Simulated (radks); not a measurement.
Computed order of ionisation of niobium. At each step one electron was removed from each of the four highest sub-shells of the ion before, moves of one valence electron (up to charge 6) and the configuration listed by NIST were tried, and the lowest configuration was kept. Level of theory: Dirac Kohn-Sham, BLYP, spin-unpolarised, spherical densities, finite nucleus; Fermi nuclear charge, rms radius of each element as measured or else 0.836 A^(1/3) + 0.57 fm (a radial shooting solver on a logarithmic mesh with Libxc functionals). Sub-shells are occupied by j as written (lower j first in brackets).

| species | lowest configuration found | NIST configuration | margin to the next tried (eV) | IE (eV) | NIST IE (eV) | kind |
|---|---|---|---|---|---|---|
| Nb | [Kr] 4d(3/2: 3, 5/2: 0) 5s2 | [Kr] 4d(3/2: 4, 5/2: 0) 5s1 lies 0.524 eV higher | 0.524 | 7.165 | 6.759 | exp. |
| Nb+ | [Kr] 4d(3/2: 4, 5/2: 0) | same | 0.287 | 14.029 | 14.320 | semi-emp. |
| Nb2+ | [Kr] 4d(3/2: 3, 5/2: 0) | same | 2.654 | 24.721 | 25.040 | semi-emp. |
| Nb3+ | [Kr] 4d(3/2: 2, 5/2: 0) | same | 5.554 | 36.922 | 37.61 | exp. |
| Nb4+ | [Kr] 4d(3/2: 1, 5/2: 0) | same | 8.842 | 50.348 | 50.573 | exp. |
| Nb5+ | [Kr] | same | 35.767 | 101.79 | 102.07 | semi-emp. |
| Nb6+ | [Ar] 3d10 4s2 4p(1/2: 2, 3/2: 3) | same | 2.538 | 119.78 | 119.1 | exp. |
| Nb7+ | [Ar] 3d10 4s2 4p(1/2: 2, 3/2: 2) | same | 2.689 | 138.37 | 136 | theory |
| Nb8+ | [Ar] 3d10 4s2 4p(1/2: 2, 3/2: 1) | same | 2.843 | 157.50 | 159 | semi-emp. |
| Nb9+ | [Ar] 3d10 4s2 4p(1/2: 2, 3/2: 0) | same | 3.002 | 180.29 | 180 | theory |
| Nb10+ | [Ar] 3d10 4s2 4p(1/2: 1, 3/2: 0) | same | 26.004 | 200.69 | 200.3 | semi-emp. |
| Nb11+ | [Ar] 3d10 4s2 | same | 26.470 | 248.36 | 246.1 | semi-emp. |
| Nb12+ | [Ar] 3d10 4s1 | same | 177.28 | 270.49 | 268.59 | exp. |
| Nb13+ | [Ar] 3d10 | same | 183.49 | 483.00 | 483 | semi-emp. |

Reference values: NIST Atomic Spectra Database (exp. = measured, semi-emp. = semi-empirical, theory = theoretical value adopted there). Spin polarisation and multiplet splitting are left out, so open shells lie too high by an amount that depends on their filling.

Beside tabulated values, note that spin-unpolarised runs miss the spin-polarisation part of the exchange energy of open shells.
